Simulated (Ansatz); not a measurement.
## Nudged elastic band run: CH4MgOS

input.yaml

```yaml
crystal:
  periodic: [false, false, false]
  atoms:
    - { symbol: C, position_ang: [0.174213, 1.697067, -0.38867] }
    - { symbol: S, position_ang: [1.441496, 0.577744, 0.376683] }
    - { symbol: Mg, position_ang: [0.308591, -1.451498, 0.479324] }
    - { symbol: O, position_ang: [-0.430221, -3.085521, 0.624085] }
    - { symbol: H, position_ang: [0.644119, 2.695885, -0.47661] }
    - { symbol: H, position_ang: [-0.119134, 1.366301, -1.404576] }
    - { symbol: H, position_ang: [-0.730796, 1.798929, 0.24229] }
    - { symbol: H, position_ang: [-1.196068, -3.656005, 0.491674] }
basis:
  gaussian: { orbitals: def2-SVP }
hamiltonian:
  xc: revpbe
  dispersion: d4
neb:
  order_check: false
  images: 7
  f_tol: 0.05
  max_iterations: 60
  initial_path: idpp
  max_displacement: 0.5
  optimiser: fire
  final_atoms:
    - { symbol: C, position_ang: [0.16180516, 1.71048558, -0.36616731] }
    - { symbol: S, position_ang: [0.6683739, 0.80069675, 1.17065296] }
    - { symbol: Mg, position_ang: [0.10456112, -1.39578317, 0.65513242] }
    - { symbol: O, position_ang: [-0.2077784, -3.1140346, 0.18697542] }
    - { symbol: H, position_ang: [0.7052398, 1.35398722, -1.26329744] }
    - { symbol: H, position_ang: [-0.92937736, 1.65014063, -0.54761552] }
    - { symbol: H, position_ang: [0.42452214, 2.77437676, -0.2070589] }
    - { symbol: H, position_ang: [-0.83514637, -3.83696719, 0.31557836] }
```

Command:

```bash
$ ansatz run input.yaml --threads 1 --pin off --max-ram 2048MiB --backend cpu --events-out ev --progress --plain --runs-dir out
```

Output, in part (warnings, iteration lines, the closing report on the highest movable image, with atoms numbered from 0):

```
NEB end point (image 0): max|allowed force component| = 1.115e-2 eV/Å (the criterion of neb.relax_end_points is 1.000e-2)
NEB end point (image 8): max|allowed force component| = 4.041e-3 eV/Å (the criterion of neb.relax_end_points is 1.000e-2)
WARN: NEB: the barrier is in doubt: the path turns back at the climbing image. Check it with more images (neb.images), a lower neb.f_tol or relaxed end points
NEB iter   1: max|band force component| = 1.233e0 eV/Å  barrier→ = 0.2033 eV  barrier← = 0.2105 eV  Δτ_max = 0.0205 Å  (246 SCF iters)
NEB iter   2: max|band force component| = 6.226e-1 eV/Å  barrier→ = 0.1683 eV  barrier← = 0.1755 eV  Δτ_max = 0.0259 Å  (204 SCF iters)
NEB iter   3: max|band force component| = 7.318e-1 eV/Å  barrier→ = 0.1356 eV  barrier← = 0.1428 eV  Δτ_max = 0.0380 Å  (201 SCF iters)
NEB iter   4: max|band force component| = 4.904e-1 eV/Å  barrier→ = 0.0864 eV  barrier← = 0.0936 eV  CI = image 4  Δτ_max = 0.0465 Å  (201 SCF iters)
NEB iter   5: max|band force component| = 4.372e-1 eV/Å  barrier→ = 0.0503 eV  barrier← = 0.0574 eV  CI = image 4  Δτ_max = 0.0461 Å  (204 SCF iters)
NEB iter   6: max|band force component| = 4.206e-1 eV/Å  barrier→ = 0.0316 eV  barrier← = 0.0388 eV  CI = image 4  Δτ_max = 0.0418 Å  (201 SCF iters)
NEB iter   7: max|band force component| = 3.702e-1 eV/Å  barrier→ = 0.0266 eV  barrier← = 0.0337 eV  CI = image 4  Δτ_max = 0.0017 Å  (201 SCF iters)
NEB iter   8: max|band force component| = 2.969e-1 eV/Å  barrier→ = 0.0246 eV  barrier← = 0.0318 eV  CI = image 4  Δτ_max = 0.0030 Å  (154 SCF iters)
NEB iter   9: max|band force component| = 2.088e-1 eV/Å  barrier→ = 0.0219 eV  barrier← = 0.0291 eV  CI = image 4  Δτ_max = 0.0035 Å  (161 SCF iters)
NEB iter  10: max|band force component| = 1.852e-1 eV/Å  barrier→ = 0.0199 eV  barrier← = 0.0270 eV  CI = image 4  Δτ_max = 0.0037 Å  (183 SCF iters)
NEB iter  11: max|band force component| = 2.395e-1 eV/Å  barrier→ = 0.0186 eV  barrier← = 0.0258 eV  CI = image 4  Δτ_max = 0.0040 Å  (184 SCF iters)
NEB iter  12: max|band force component| = 2.722e-1 eV/Å  barrier→ = 0.0173 eV  barrier← = 0.0245 eV  CI = image 4  Δτ_max = 0.0040 Å  (183 SCF iters)
NEB iter  13: max|band force component| = 2.061e-1 eV/Å  barrier→ = 0.0158 eV  barrier← = 0.0230 eV  CI = image 4  Δτ_max = 0.0042 Å  (167 SCF iters)
NEB iter  14: max|band force component| = 1.152e-1 eV/Å  barrier→ = 0.0147 eV  barrier← = 0.0219 eV  CI = image 4  Δτ_max = 0.0049 Å  (181 SCF iters)
NEB iter  15: max|band force component| = 1.502e-1 eV/Å  barrier→ = 0.0148 eV  barrier← = 0.0220 eV  CI = image 4  Δτ_max = 0.0003 Å  (181 SCF iters)
NEB iter  16: max|band force component| = 1.338e-1 eV/Å  barrier→ = 0.0147 eV  barrier← = 0.0219 eV  CI = image 4  Δτ_max = 0.0005 Å  (130 SCF iters)
NEB iter  17: max|band force component| = 1.028e-1 eV/Å  barrier→ = 0.0145 eV  barrier← = 0.0217 eV  CI = image 4  Δτ_max = 0.0007 Å  (132 SCF iters)
NEB iter  18: max|band force component| = 6.136e-2 eV/Å  barrier→ = 0.0144 eV  barrier← = 0.0215 eV  CI = image 4  Δτ_max = 0.0008 Å  (134 SCF iters)
NEB iter  19: max|band force component| = 4.766e-2 eV/Å  barrier→ = 0.0142 eV  barrier← = 0.0214 eV  CI = image 4  Δτ_max = 0.1078 Å  (139 SCF iters)
NEB iter  20: max|band force component| = 2.534e-1 eV/Å  barrier→ = 0.0130 eV  barrier← = 0.0202 eV  CI = image 3  Δτ_max = 0.1496 Å  (28 SCF iters)
NEB iter  21: max|band force component| = 1.198e-1 eV/Å  barrier→ = 0.0097 eV  barrier← = 0.0169 eV  CI = image 4  Δτ_max = 0.3373 Å  (202 SCF iters)
NEB iter  22: max|band force component| = 3.779e-1 eV/Å  barrier→ = 0.0470 eV  barrier← = 0.0542 eV  CI = image 2  Δτ_max = 0.1711 Å  (214 SCF iters)
NEB iter  23: max|band force component| = 1.658e-1 eV/Å  barrier→ = 0.0075 eV  barrier← = 0.0147 eV  CI = image 4  Δτ_max = 0.0979 Å  (203 SCF iters)
NEB iter  24: max|band force component| = 1.009e-1 eV/Å  barrier→ = 0.0072 eV  barrier← = 0.0144 eV  CI = image 4  Δτ_max = 0.3470 Å  (197 SCF iters)
NEB iter  25: max|band force component| = 7.095e-1 eV/Å  barrier→ = 0.0651 eV  barrier← = 0.0723 eV  CI = image 5  Δτ_max = 0.1589 Å  (213 SCF iters)
NEB iter  26: max|band force component| = 2.890e-1 eV/Å  barrier→ = 0.0179 eV  barrier← = 0.0251 eV  CI = image 5  Δτ_max = 0.0866 Å  (204 SCF iters)
NEB iter  27: max|band force component| = 8.745e-2 eV/Å  barrier→ = 0.0152 eV  barrier← = 0.0223 eV  CI = image 5  Δτ_max = 0.1223 Å  (196 SCF iters)
NEB iter  28: max|band force component| = 1.083e-1 eV/Å  barrier→ = 0.0137 eV  barrier← = 0.0209 eV  CI = image 5  Δτ_max = 0.0627 Å  (198 SCF iters)
NEB iter  29: max|band force component| = 7.993e-2 eV/Å  barrier→ = 0.0111 eV  barrier← = 0.0183 eV  CI = image 5  Δτ_max = 0.0636 Å  (199 SCF iters)
NEB iter  30: max|band force component| = 1.063e-1 eV/Å  barrier→ = 0.0093 eV  barrier← = 0.0164 eV  CI = image 5  Δτ_max = 0.0308 Å  (195 SCF iters)
NEB iter  31: max|band force component| = 7.163e-2 eV/Å  barrier→ = 0.0085 eV  barrier← = 0.0156 eV  CI = image 5  Δτ_max = 0.0309 Å  (204 SCF iters)
NEB iter  32: max|band force component| = 3.701e-2 eV/Å  barrier→ = 0.0084 eV  barrier← = 0.0155 eV  CI = image 5  Δτ_max = 0.0000 Å  (406 SCF iters)
Total energy: -19419.59148778 eV, -713.6568241040 hartree
Atom 0 at    -0.351734     1.715930     0.055874 Å, force     0.007554    -0.007164    -0.003863 eV/Å
Atom 1 at     0.475038     0.673819     1.351926 Å, force    -0.004334    -0.001132     0.018086 eV/Å
Atom 2 at     0.494292    -1.429604     0.370210 Å, force     0.016088     0.000656    -0.015170 eV/Å
Atom 3 at     0.433859    -3.094443    -0.291882 Å, force    -0.028422    -0.010253     0.016720 eV/Å
Atom 4 at     0.409361     2.277487    -0.520719 Å, force    -0.007637    -0.002420    -0.005163 eV/Å
Atom 5 at    -0.977935     1.133995    -0.648758 Å, force    -0.008985     0.009001     0.001619 eV/Å
Atom 6 at    -1.008892     2.439633     0.576551 Å, force     0.007130     0.000289    -0.004072 eV/Å
Atom 7 at     0.618212    -3.773916    -0.949002 Å, force     0.018605     0.011023    -0.008157 eV/Å
Dipole moment:    -0.031725    -0.044136    -0.407833 e Å
```

The forces met the threshold. The band force fell under the threshold earlier too, but the program's further tests of the path sent the band on. Beside the main top the profile has a ripple of under 15 meV (maxima at images 3, 5), which may be a very shallow well or noise. A structure lower than the first end lies on the path between it and the top, so the climb from that side starts below the end, which may itself be a saddle point or a shallow side well. Another band between the same ends (7 images) ends at a top of the same energy, where a vibrational analysis finds 1 clearly imaginary mode.

Final band (atoms are numbered from 1 in the order of the input):

| image | path coordinate (Å) | energy (eV) | dihedral H6–C1–S2–Mg3 (°) |
| --- | --- | --- | --- |
| 0 | 0.00 | 0.000 | -62 |
| 1 | 0.64 | -0.005 | -45 |
| 2 | 1.28 | 0.004 | -21 |
| 3 | 1.91 | 0.007 | 5 |
| 4 | 2.55 | 0.000 | 31 |
| 5 | 3.19 | 0.008 | 22 |
| 6 | 3.67 | 0.004 | 28 |
| 7 | 4.14 | -0.005 | 46 |
| 8 | 4.61 | -0.007 | 63 |

The run took 2.8 min on 1 thread of AMD EPYC 9R45 96-Core Processor (Zen 5), on a shared host, peak memory 0.14 GiB.
